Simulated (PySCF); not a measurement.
Compound: C₄H₁₃NSi₂.
Cartesian coordinates in Å at the PBE0-D3(BJ)/def2-SVP level; atoms count from 1:
```
atom  x, y, z in Å
Si1    2.9903   -0.0308   -0.5830
N2     2.1122   -1.5292   -0.6787
Si3    0.4097   -1.8427   -0.4565
C4    -0.3910   -0.3815    0.4061
C5    -0.5193    0.9072   -0.4512
C6    -1.9821    0.5291   -0.7480
C7    -1.9411   -0.4608    0.4307
H8     2.8424    0.8475   -1.7894
H9     2.5313    0.7596    0.5985
H10    4.4423   -0.3541   -0.4352
H11    2.6585   -2.3134   -1.0250
H12   -0.2916   -2.0760   -1.7652
H13    0.2257   -3.0897    0.3537
H14    0.0915   -0.2496    1.3889
H15   -0.4410    1.8118    0.1719
H16    0.1539    1.0384   -1.3145
H17   -2.7323    1.3329   -0.7124
H18   -2.0805    0.0093   -1.7129
H19   -2.3508   -0.0235    1.3544
H20   -2.4170   -1.4448    0.2856
```

Linear response at PBE0/def2-SVPD (PySCF, frozen core in the response, non-relativistic).

Static isotropic polarisability: 106.01 au (15.71 Å³), principal values 91.9, 105.4, 120.8 au.

Problem. What is the polarisability at 1064 nm and at the sodium D line?

Solution. 106.91 au at 1064 nm (+0.9 %), 109.03 au at 589.3 nm (+2.8 %). The rise at 589.3 nm is 3.35 times that at 1064 nm; a pure ω² law gives 3.26. The lowest singlet lies at 205 nm, shorter than both wavelengths.

Problem. What is the isotropic C6 coefficient between two such molecules, C6 = (3/π)∫α(iω)² dω?

Solution. 4372 au (Eh·bohr⁶) by a ten-point quadrature over imaginary frequencies, which is 2610 eV·Å⁶ or 252 J·nm⁶/mol.

Problem. Which effective excitation energy ω̄ makes London's formula C6 = (3/4)α²ω̄ exact here?

Solution. ω̄ = 4·C6/(3α²) = 0.519 Eh = 14.1 eV. A one-pole form α(ω) = α/(1 − ω²/ω̄²) fitted to the 1064 nm value gives 12.7 eV. London's choice of the ionisation energy (9.08 eV, ΔSCF at the same level) gives C6 = 2810 au, 36 % too low.

Problem. What n − 1 at the D line would an ideal gas of it have at 273.15 K and 1 atm (2.6868 × 10¹⁹ cm⁻³), by n − 1 = 2π·N·α′?

Solution. 27.27 × 10⁻⁴, a formal value whether or not that pressure can be reached.

Problem. The lowest 10 singlets have (eV, f): 6.06, 0.004; 6.76, 0.020; 7.10, 0.002; 7.17, 0.002; 7.30, 0.009; 7.44, 0.003; 7.50, 0.021; 7.52, 0.010; 7.69, 0.005; 7.83, 0.005. What share of the static polarisability do they carry in the sum over states α = Σ f/ω²?

Solution. 1.16 au, 1.1 % of α; the largest term, 0.33 au, is that of the state at 6.76 eV. Their oscillator strengths add up to 0.08. Higher states carry the rest.

Problem. What molar refraction at the D line follows from R = (4π/3)·N_A·α′, with α′ the polarisability volume?

Solution. α′ = 16.16 Å³ gives R = 40.75 cm³/mol, for isolated, non-vibrating species.

One conformer stands for the species.
